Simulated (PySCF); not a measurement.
Two species compared at the same levels of theory.

First species: C6H7FN2Si.
InChI=1S/C6H7FN2Si/c7-10-5-6(1-3-8)2-4-9/h1H,2,5,10H2/b6-1-

Second species: C6H7FN2Si.
Structure used (GFN2-xTB), in Å, numbered top down from 1:
```xyz
17
C6H7FN2Si angstrom
C     -2.2987   -0.1425    0.9193
C     -1.5299    0.0306   -0.3848
F     -2.1008   -0.7748   -1.3536
C     -0.0763   -0.3610   -0.2205
C      0.1343   -1.7146    0.1227
N      0.2657   -2.8149    0.4174
C      0.9540    0.4960   -0.3620
Si     2.8015    0.0597   -0.1411
C      0.7157    1.8384   -0.6969
N      0.5882    2.9469   -0.9682
H     -2.2302   -1.1754    1.2561
H     -3.3451    0.1052    0.7589
H     -1.8880    0.5146    1.6815
H     -1.6058    1.0592   -0.7622
H      3.2366    0.7905    1.0489
H      2.8998   -1.3839    0.0220
H      3.4718    0.5381   -1.3476
```

Levels: PBE0/pcSseg-1 for dipole moment, HOMO energy, LUMO energy and HOMO–LUMO gap; GFN2-xTB for rotational constant A and rotational constant C. Geometries: GFN2-xTB. Each species is one conformer at its optimised geometry, gas phase, non-relativistic unless stated. Electronic properties by PySCF.

The conformers computed, where there is a choice (atom-mapped SMILES and torsion angles):
- `[N:1]#[C:2]/[CH:3]=[C:4](/[CH2:5][C:6]#[N:7])[CH2:8][SiH2:9][F:10]`: C3–C4–C5–C6 116°, C3–C4–C8–Si9 90°, C4–C8–Si9–F10 58°
- `[CH3:1][C@H:2]([F:3])/[C:4]([C:5]#[N:6])=[C:7](/[SiH3:8])[C:9]#[N:10]`: C1–C2–C4–C5 62°

**Question.** Which has the higher rotational constant C?

**Answer.** The second: 0.622 GHz against 0.582 GHz, a difference of 0.040 GHz.

**Question.** Which has the higher dipole moment?

**Answer.** The first: 2.65 D against 1.86 D, a difference of 0.79 D.

**Question.** Which of the two has the higher rotational constant A, and by how much?

**Answer.** The second: 1.383 GHz against 1.124 GHz, a difference of 0.259 GHz.

**Question.** Which of the two has the higher LUMO energy, and by how much?

**Answer.** The first: -1.96 eV against -3.14 eV, a difference of 1.18 eV.

**Question.** Which has the higher HOMO energy?

**Answer.** The first: -8.13 eV against -8.71 eV, a difference of 0.58 eV.

**Question.** Which of the two has the higher HOMO–LUMO gap, and by how much?

**Answer.** The first: 6.17 eV against 5.57 eV, a difference of 0.60 eV.

On the first: In atomic units the dipole is 1.04 e·bohr (1 au = 2.5417 D). A dipole of 2.65 D is allowed in C1, and pure rotational transitions are dipole-allowed.

On the second: In atomic units the dipole is 0.73 e·bohr (1 au = 2.5417 D).
